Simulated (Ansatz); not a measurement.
Consider the ligand exchange at the Si–N bond: `N[SiH]([AlH2])[SiH3]` + HCl → `[AlH2][SiH]([SiH3])Cl` + NH₃.

Calculated with Ansatz (gas phase, PBE0-D4/def2-TZVP geometries, no zero-point term in ΔE). CCSD(T)/CBS is the MP2 limit (def2-TZVPP, def2-QZVPP) plus CCSD(T) − MP2 in def2-TZVPP, frozen cores. This one scheme is used for every species. Functionals use def2-TZVPP. B3LYP here is the variant with VWN-RPA as its local correlation; programs differ in this. Each species was taken in one conformer, which may not be the lowest.

| level | ΔE (kJ/mol) | difference from CCSD(T)/CBS |
| --- | --- | --- |
| PBE-D4 | -66.3 | 0.6 |
| r2SCAN-D4 | -67.0 | -0.1 |
| PBE0-D4 | -67.5 | -0.6 |
| B3LYP-D4 | -65.7 | 1.2 |
| ωB97X-V | -66.3 | 0.6 |
| ωB97M-V | -66.8 | 0.1 |
| B2PLYP | -65.9 | 1.0 |
| PBE | -66.4 | 0.5 |
| r2SCAN | -67.2 | -0.3 |
| PBE0 | -67.6 | -0.7 |
| B3LYP | -65.7 | 1.2 |
| HF/def2-TZVPP | -69.7 | -2.8 |
| MP2/def2-TZVPP | -66.5 | 0.4 |
| SCS-MP2/def2-TZVPP | -65.1 | 1.8 |
| CCSD/def2-TZVPP | -62.7 | 4.2 |
| CCSD(T)/def2-TZVPP | -62.5 | 4.4 |
| HF/def2-QZVPP | -69.3 | -2.4 |
| MP2/def2-QZVPP | -68.9 | -2.0 |
| SCS-MP2/def2-QZVPP | -67.4 | -0.5 |
| HF/CBS(def2) | -69.2 | -2.3 |
| MP2/CBS(def2) | -70.8 | -3.9 |
| CCSD/CBS(def2) | -67.0 | -0.1 |
| CCSD(T)/CBS | -66.9 | 0 |

Largest T1 diagnostic among the species: 0.013.

In def2-TZVPP, CCSD(T) changes the Hartree–Fock value by +7.1 kJ/mol (the triples alone add +0.1 kJ/mol) and MP2 by +3.1 kJ/mol.
